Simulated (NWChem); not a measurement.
The numbers come from NWChem runs, not from measurements. System: F₃Sc, charge 0, spin multiplicity 1, at a geometry optimised with PBE0/def2-SVP. The structure started from a generated list of species. Level: PBE0/aug-pcseg-1.

Job file:

```
start mol
memory heap 200 mb stack 900 mb global 1100 mb
geometry units angstroms nocenter noautoz
  Sc     0.000000     0.000000     0.000006
  F      0.000000     0.000000     1.822195
  F     -1.578065     0.000000    -0.911105
  F      1.578065     0.000000    -0.911105
  symmetry group C2v
end
basis spherical
  * library aug-pcseg-1
end
dft
  xc pbe0
  semidirect memsize 60000000 filesize 0
  iterations 100
end
task dft energy
```

NWChem printed:

```
             Northwest Computational Chemistry Package (NWChem) 7.3.0
             --------------------------------------------------------

                                NWChem Input Module
                                -------------------

 Scaling coordinates for geometry "geometry" by  1.889725989
 (inverse scale =  0.529177249)

 Turning off AUTOSYM since
 SYMMETRY directive was detected!

                             Geometry "geometry" -> ""
                             -------------------------

 Output coordinates in angstroms (scale by  1.889725989 to convert to a.u.)

  No.       Tag          Charge          X              Y              Z
 ---- ---------------- ---------- -------------- -------------- --------------
    1 Sc                  21.0000     0.00000000     0.00000000     0.00000600
    2 F                    9.0000     0.00000000     0.00000000     1.82219500
    3 F                    9.0000    -1.57806500     0.00000000    -0.91110500
    4 F                    9.0000     1.57806500     0.00000000    -0.91110500

 Effective nuclear repulsion energy (a.u.)     205.4032391168

            Nuclear Dipole moment (a.u.)
            ----------------------------
        X                 Y               Z
 ---------------- ---------------- ----------------
     0.0000000000     0.0000000000    -0.0000170075

      Symmetry information
      --------------------

 Group name             C2v
 Group number             16
 Group order               4
 No. of unique centers     3

      Symmetry unique atoms

     1    2    3


 Summary of "ao basis" -> "" (spherical)
 ------------------------------------------------------------------------------
       Tag                 Description            Shells   Functions and Types
 ---------------- ------------------------------  ------  ---------------------
 *                        aug-pcseg-1                 on all atoms

                                 NWChem DFT Module
                                 -----------------

 Summary of "ao basis" -> "ao basis" (spherical)
 ------------------------------------------------------------------------------
       Tag                 Description            Shells   Functions and Types
 ---------------- ------------------------------  ------  ---------------------
 Sc                       aug-pcseg-1               15       47   6s4p3d2f
 F                        aug-pcseg-1                9       23   4s3p2d

 Summary of "ao basis" -> "ao basis" (spherical)
 ------------------------------------------------------------------------------
       Tag                 Description            Shells   Functions and Types
 ---------------- ------------------------------  ------  ---------------------
 Sc                       aug-pcseg-1               15       47   6s4p3d2f
 F                        aug-pcseg-1                9       23   4s3p2d

      Symmetry analysis of basis
      --------------------------

        a1         47
        a2         14
        b1         32
        b2         23

            General Information
            -------------------
          SCF calculation type: DFT
          Wavefunction type:  closed shell.
          No. of atoms     :     4
          No. of electrons :    48
           Alpha electrons :    24
            Beta electrons :    24
          Charge           :     0
          Spin multiplicity:     1
          Use of symmetry is: on ; symmetry adaption is: on
          Maximum number of iterations: 100
[...]
 d= 0,ls=0.0,diis     6  -1059.8901890110 -1.19D-05  3.75D-05  3.83D-05     2.4
 d= 0,ls=0.0,diis     7  -1059.8901914966 -2.49D-06  3.63D-05  9.07D-06     2.5
 d= 0,ls=0.0,diis     8  -1059.8901897422  1.75D-06  2.27D-05  3.00D-05     2.6
 d= 0,ls=0.0,diis     9  -1059.8901922685 -2.53D-06  1.17D-06  9.10D-09     2.8
 d= 0,ls=0.0,diis    10  -1059.8901922694 -9.11D-10  3.15D-07  1.10D-10     2.9

         Total DFT energy =    -1059.890192269434
      One electron energy =    -1869.914427787079
           Coulomb energy =      674.656016684990
    Exchange-Corr. energy =      -70.035020284147
 Nuclear repulsion energy =      205.403239116803

 Numeric. integr. density =       48.000002543691

     Total iterative time =      2.3s

                  Occupations of the irreducible representations
                  ----------------------------------------------

                     irrep           alpha         beta
                     --------     --------     --------
                     a1               12.0         12.0
                     a2                1.0          1.0
                     b1                7.0          7.0
                     b2                4.0          4.0

                       DFT Final Molecular Orbital Analysis
                       ------------------------------------

 Vector   22  Occ=2.000000D+00  E=-4.192634D-01  Symmetry=b1
              MO Center= -5.6D-11,  7.8D-17,  1.3D-01, r^2= 3.8D+00
   Bfn.  Coefficient  Atom+Function         Bfn.  Coefficient  Atom+Function
  ----- ------------  ---------------      ----- ------------  ---------------
    52      0.409606  2 F  px                77     -0.332071  3 F  pz
   100      0.332071  4 F  pz                55      0.287459  2 F  px
    10     -0.259041  1 Sc px                80     -0.237064  3 F  pz
   103      0.237064  4 F  pz                75     -0.166034  3 F  px
    98     -0.166034  4 F  px                13     -0.133936  1 Sc px

 Vector   23  Occ=2.000000D+00  E=-4.192626D-01  Symmetry=a1
              MO Center=  5.6D-11,  9.4D-18, -1.3D-01, r^2= 3.8D+00
   Bfn.  Coefficient  Atom+Function         Bfn.  Coefficient  Atom+Function
  ----- ------------  ---------------      ----- ------------  ---------------
    54      0.357732  2 F  pz                75      0.332218  3 F  px
    98     -0.332218  4 F  px                57      0.260336  2 F  pz
    12      0.259038  1 Sc pz                78      0.237168  3 F  px
   101     -0.237168  4 F  px                77     -0.217652  3 F  pz
   100     -0.217652  4 F  pz                80     -0.150425  3 F  pz

 Vector   24  Occ=2.000000D+00  E=-4.164492D-01  Symmetry=b1
              MO Center=  7.7D-15, -4.7D-17, -8.5D-04, r^2= 3.8D+00
   Bfn.  Coefficient  Atom+Function         Bfn.  Coefficient  Atom+Function
  ----- ------------  ---------------      ----- ------------  ---------------
    52      0.389932  2 F  px                77      0.337981  3 F  pz
   100     -0.337981  4 F  pz                55      0.276074  2 F  px
    80      0.239291  3 F  pz               103     -0.239291  4 F  pz
    75     -0.195005  3 F  px                98     -0.195005  4 F  px
    78     -0.138061  3 F  px               101     -0.138061  4 F  px

 Vector   25  Occ=0.000000D+00  E=-9.530884D-02  Symmetry=a1
              MO Center=  7.8D-15, -4.4D-16,  2.0D-05, r^2= 2.9D+00
   Bfn.  Coefficient  Atom+Function         Bfn.  Coefficient  Atom+Function
  ----- ------------  ---------------      ----- ------------  ---------------
    23      0.553306  1 Sc d  2               4     -0.452501  1 Sc s
     3      0.385461  1 Sc s                 21      0.319451  1 Sc d  0
     5     -0.236783  1 Sc s                 28      0.189768  1 Sc d  2
     2     -0.140458  1 Sc s                 26      0.109590  1 Sc d  0
    50      0.038734  2 F  s                 73      0.038734  3 F  s

 Vector   26  Occ=0.000000D+00  E=-4.891914D-02  Symmetry=a2
              MO Center= -8.3D-11, -3.9D-15, -3.0D-02, r^2= 1.3D+00
   Bfn.  Coefficient  Atom+Function         Bfn.  Coefficient  Atom+Function
  ----- ------------  ---------------      ----- ------------  ---------------
    19      0.898539  1 Sc d -2              24      0.278742  1 Sc d -2
    76      0.168453  3 F  py                99     -0.168453  4 F  py
    79      0.140174  3 F  py               102     -0.140174  4 F  py
    82      0.103021  3 F  py               105     -0.103021  4 F  py
    29      0.054882  1 Sc d -2

 Vector   27  Occ=0.000000D+00  E=-4.891793D-02  Symmetry=b2
              MO Center=  8.4D-11, -3.3D-15,  3.0D-02, r^2= 1.3D+00
   Bfn.  Coefficient  Atom+Function         Bfn.  Coefficient  Atom+Function
  ----- ------------  ---------------      ----- ------------  ---------------
    20      0.898542  1 Sc d -1              25      0.278731  1 Sc d -1
    53     -0.194515  2 F  py                56     -0.161862  2 F  py
    59     -0.118941  2 F  py                76      0.097256  3 F  py
    99      0.097256  4 F  py                79      0.080930  3 F  py
   102      0.080930  4 F  py                82      0.059455  3 F  py

 center of mass
 --------------
 x =   0.00000000 y =   0.00000000 z =  -0.00000028

 moments of inertia (a.u.)
 ------------------
         337.907664353950           0.000000000000           0.000000000000
           0.000000000000         675.812549002380           0.000000000000
           0.000000000000           0.000000000000         337.904884648430

     Multipole analysis of the density
     ---------------------------------

     L   x y z        total         alpha         beta         nuclear
     -   - - -        -----         -----         ----         -------
     0   0 0 0     -0.000000    -24.000000    -24.000000     48.000000

     1   1 0 0     -0.000000     -0.000000     -0.000000      0.000000
     1   0 1 0     -0.000000     -0.000000     -0.000000      0.000000
     1   0 0 1      0.000047      0.000032      0.000032     -0.000017

     2   2 0 0    -28.775393    -94.424541    -94.424541    160.073688
     2   1 1 0     -0.000000     -0.000000     -0.000000      0.000000
     2   1 0 1      0.000000      0.000000      0.000000      0.000000
     2   0 2 0    -18.821374     -9.410687     -9.410687      0.000000
     2   0 1 1     -0.000000     -0.000000     -0.000000      0.000000
     2   0 0 2    -28.775404    -94.425205    -94.425205    160.075005

 Task  times  cpu:        2.9s     wall:        2.9s

 Total times  cpu:        2.9s     wall:        2.9s
```
